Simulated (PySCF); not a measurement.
# Orbital energies and ionisation energy

C6H11GeP.
Numbering: `[CH3:1][CH:2]1[CH:3]=[CH:4][P:5]([GeH3:6])[CH:7]=[CH:8]1` (hydrogens: H9, H10, H11 on C1; H12 on C2; H13 on C3; H14 on C4; H15, H16, H17 on Ge6; H18 on C7; H19 on C8)

Cartesian coordinates in Å at the PBE0-D3(BJ)/def2-SVP level; atoms count from 1:
```xyz
19
C6H11GeP angstrom
C     -2.109    0.873    0.371
C     -1.493   -0.374   -0.282
C     -0.778   -1.202    0.747
C      0.523   -1.518    0.775
P      1.733   -1.134   -0.528
Ge     2.769    0.679    0.513
C      0.653   -0.184   -1.641
C     -0.659    0.020   -1.468
H     -2.700    1.450   -0.357
H     -2.775    0.594    1.203
H     -1.318    1.527    0.768
H     -2.340   -0.979   -0.662
H     -1.413   -1.560    1.568
H      0.901   -2.125    1.605
H      1.712    1.670    1.040
H      3.682    1.386   -0.508
H      3.633    0.170    1.684
H      1.126    0.176   -2.562
H     -1.206    0.551   -2.257
```

Level: CAM-B3LYP/def2-SVPD (PySCF). Frontier orbitals with their largest atomic shares (Löwdin; up to four atoms above 4 %):

| orbital | ε (eV) | main atoms |
| --- | --- | --- |
| HOMO−3 | -10.07 | C4 14 %, C7 14 %, P5 13 %, C8 10 % |
| HOMO−2 | -9.43 | P5 34 %, C7 12 %, Ge6 12 %, C4 12 % |
| HOMO−1 | -9.24 | C4 21 %, C7 21 %, C3 19 %, C8 19 % |
| HOMO | -7.25 | ? |
| LUMO | 0.52 | Ge6 27 %, P5 15 %, C3 8 %, C4 7 % |
| LUMO+1 | 0.57 | C8 18 %, C7 16 %, C3 14 %, C4 13 % |
| LUMO+2 | 1.11 | Ge6 28 %, C1 11 %, H15 6 %, C3 5 % |

Question: What vertical ionisation energy does ΔSCF give, and how far is −ε(HOMO) from it?

Answer: ΔSCF: 7.83 eV (755 kJ/mol; threshold wavelength 158 nm); ⟨S²⟩ of the doublet left behind is 0.767, against 0.75 for a pure doublet. −ε(HOMO) is 7.25 eV, 0.58 eV below it. In exact Kohn–Sham theory the two would be equal; CAM-B3LYP (range-separated hybrid) falls short of its own ΔSCF value by 7 %.

Question: On which atoms does the HOMO lie?

Answer: P5 (three-coordinate phosphorus) 34 %, Ge6 (germanium bonded to P and 3 H) 11 %, C7 (alkene CH carbon) 10 %, C4 (alkene CH carbon) 10 %, so no atom holds as much as 40 %. The HOMO−1 lies 1.99 eV lower.

Question: With α = 130.2 au, estimate the like-pair dispersion coefficient by London's formula C6 = (3/4)α²I.

Answer: I = 0.2876 Eh, so C6 ≈ 3650 au; the Casimir–Polder integral at the same level gives 5760 au, 1.58 times as much.

Question: What kinetic energy would electrons from this vertical process carry with He I light (21.218 eV)?

Answer: 21.22 − 7.83 = 13.39 eV.

Question: What total energies stand behind the ΔSCF value?

Answer: E(N) = -2653.03559 Eh and E(N − 1) = -2652.74802 Eh at the same geometry, 0.28757 Eh apart.

Geometry: PBE0-D3(BJ)/def2-SVP; no solvent, vibrations or thermal averaging. The calculation is non-relativistic, for germanium too.

These values come from a run that also computed excited states and ΔSCF ions. Time: 3.2 min; peak memory 1.4 GiB. Hardware: Intel Xeon Platinum 8488C, one thread, no GPU, shared host with 192 logical CPUs at a one-minute load of 49.
